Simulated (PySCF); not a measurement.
Harmonic spectrum computed at PBE0 in the def2-TZVP basis family (core potentials from Rb on, PySCF, no spin–orbit coupling):

| ω (cm⁻¹) | IR (km/mol) |
| --- | --- |
| 142 | 9.0 |
| 662 | 116 |
| 1079 | 196 |

**Question.** Which molecule gave it? In each, all ligands are bound to the one heavy central atom.
A. CoOF (quintet)
B. CuOF (triplet)
C. RuOF (doublet)
D. MoOF (quartet)
E. SiOF (doublet)

**Answer.** C. It has Cs symmetry with Ru–F 1.826 Å, Ru–O 1.611 Å.
